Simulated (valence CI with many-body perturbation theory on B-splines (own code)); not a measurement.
## Sn¹⁹⁺: key properties

Method: relativistic CI+MBPT: three valence electrons over a frozen Dirac-Fock core [Ar] 3d10, radial functions for each j: 11 s, 11 p, 9 d, 7 f, 5 g, 2 h, 1 i, with the one-electron correlation potential Σ1, the two-electron term Σ2, the three-electron term Σ3, Breit, model QED; selected CI, second order for the rest (own B-spline code, finite nucleus).

No measured spectrum was set against this ion. As an estimate, levels hold to about 250 cm⁻¹ or 0.2 % of their energy and the worst to 1 %, as in measured heavy ions of charge 2 to 7; those with d or f electrons hold less well.

Names give the largest LS component (configuration and term), which can be under half, so a name can repeat, a term be missing and a line seem to break the LS rules; names also repeat where a configuration has a term twice.

Rates and lifetimes use the calculated energies. Strong lines usually hold to 10 to 20 %, long lifetimes can be off by a factor of two.

Problem. What is the ground level?

Solution. 4s²4p ²P°_1/2, composition 99 % 4s²4p ²P°, g = 0.664.

Problem. Where does the other parity begin?

Solution. At 4s4p² ⁴P_1/2, 328990 cm⁻¹.

Problem. What is the ionisation energy?

Solution. 538.65 eV; NIST lists 537 ± 4 eV (theoretical).

Problem. Name the longest-lived excited levels whose lifetime is computed, and their main decay.

Solution. 4s²4p ²P°_3/2 at 88441 cm⁻¹ lives 160 μs, mostly by M1 to 4s²4p ²P°_1/2. The lifetime of 4s4p4d ⁴F°_9/2 is too uncertain to give, and may be longer.

Problem. Among levels below 1617300 cm⁻¹, which E1 lines absorb most strongly from the ground level?

Solution. to 4s²4d ²D_3/2 at 14.00 nm, f = 0.859; to 4s4p² ²P_1/2 at 20.21 nm, f = 0.450; to 4s4p² ²D_3/2 at 21.68 nm, f = 0.294.

Problem. What are the static dipole polarisabilities of the lowest levels?

Solution. 4s²4p ²P°_1/2 0.297; 4s²4p ²P°_3/2 0.310 (tensor 0.027) bohr³, of which the core gives 0.0184.

Problem. How is the term ²P° of the ground level split?

Solution. J = 1/2 at 0, J = 3/2 at 88441 cm⁻¹.
